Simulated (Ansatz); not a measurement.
`[SiH2]1[SiH2][GeH2][GeH2][SiH2]1`, charge 0, multiplicity 1.

Question: Give a relaxed structure at PBE0-D4/def2-TZVP (Ansatz). (Estimate.)

Answer: The calculation gave: 
Z-matrix (Å, degrees):
```
Si
Si 1 2.341
Si 1 2.341 2 102.8
H 1 1.491 2 108.8 3 115.2
H 1 1.489 2 113.6 3 -123.3
Ge 2 2.390 1 103.7 3 -43.4
H 2 1.488 1 113.7 3 -166.2
H 2 1.490 1 108.9 3 72.4
Ge 3 2.390 1 103.5 2 44.2
H 3 1.488 1 113.8 2 167.0
H 3 1.490 1 109.0 2 -71.5
H 6 1.539 2 112.0 1 146.7
H 6 1.540 2 110.5 1 -92.6
H 9 1.539 3 112.3 1 -148.9
H 9 1.540 3 110.3 1 90.2
```
Point group Cs.
This is one stationary point; other conformers may exist.
